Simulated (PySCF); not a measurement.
NMR data simulated for an unnamed compound:

¹H NMR (600 MHz, computed): δ 8.24 (d, J = 1.2 Hz, 1H), 7.61 (dd, J = 2.2, 1.2 Hz, 1H), 7.11 (d, J = 2.2 Hz, 1H), 6.45 (br, 2H).

¹³C{¹H} NMR (computed): δ 174.4 (CH), 150.6 (CH), 131.4 (C), 125.5 (CH).

Equivalent nuclei averaged, a single conformation, non-relativistic Hamiltonian, isolated molecule. GIAO HF/pcSseg-2 shieldings; geometry: PBE0-D3(BJ)/def2-SVP; couplings computed with B3LYP/pcJ-1 (spin–dipole term only in couplings to heteroatoms); PySCF 2.14.

Chemical shifts δ = σref − σ; ¹H, ¹³C vs TMS, all at this level.

Which of these does the molecule contain: a heteroaromatic ring, a nitrile, a vinyl group CH=CH2, an N-methyl group?

## Answers


- A heteroaromatic ring: yes.
- A nitrile: no.
- A vinyl group CH=CH2: no.
- An N-methyl group: no.

The data belong to `InChI=1S/C4H5BO/c5-4-1-2-6-3-4/h1-3H,5H2`; they needn't prove each group on their own.

Carbon signals by region: 1 in the far downfield region (above 160 ppm), 3 in the sp2 and nitrile region (100–160 ppm). Above 160 ppm: 174.4, aromatic CH next to the ring oxygen.

Hydrogens on boron are broadened and split by ¹¹B (spin 3/2, 80 %) and 10B (spin 3). A carbon bonded to boron is broadened by the quadrupolar boron nucleus and is often missing from a measured spectrum. Splittings below 1 Hz are ignored in the labels, and close J values are merged. Unscaled 3J(H,H) at this level run about 10 % above measured values. Shifts are as computed, not scaled to solution data. Of 1211 compounds with measured shifts, 218 miss one by over three times the rms of a fit or turn the order of signals round; such compounds aren't used in these exercises.
